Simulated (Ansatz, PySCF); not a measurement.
B(H)(Me)(OMe) (C2H7BO), SMILES O(C)BC.

Geometry optimised at PBE0-D3(BJ)/def2-SVP. The values are those of a single conformer.

Vertical ionisation energy (IE) and electron affinity (EA) in eV. Rows of orbital energies are one-electron estimates. Where ΔSCF, EOM or ADC give a negative EA the extra electron is unbound and the value depends on the basis.

```tsv
level	IE	EA
−ε(HOMO), −ε(LUMO), HF/def2-TZVP (PySCF)	11.97	-3.41
−ε(HOMO), −ε(LUMO), PBE/def2-TZVP (PySCF)	…	…
ΔSCF, CAM-B3LYP/def2-SVPD (Ansatz), final states of multiplicity 2 and 2	10.88	-1.66
ΔSCF, PBE/def2-SVPD (Ansatz), final states of multiplicity 2 and 2	10.28	-1.38
```

Task: What belongs in the gaps? (An estimate is asked for; the answer gives what the named calculation found.)

Result: 
- −ε(HOMO), −ε(LUMO), PBE/def2-TZVP (PySCF), IE: 6.88
- −ε(HOMO), −ε(LUMO), PBE/def2-TZVP (PySCF), EA: 0.77

Task: What vertical singlet–triplet gap does ΔSCF give with CAM-B3LYP/def2-SVPD (Ansatz, an electronic-structure program) and with PBE/def2-SVPD (Ansatz)? (An estimate is asked for; the answer gives what the named calculation found.)

Result: 6.33 and 5.76 eV (triplet above singlet where positive).
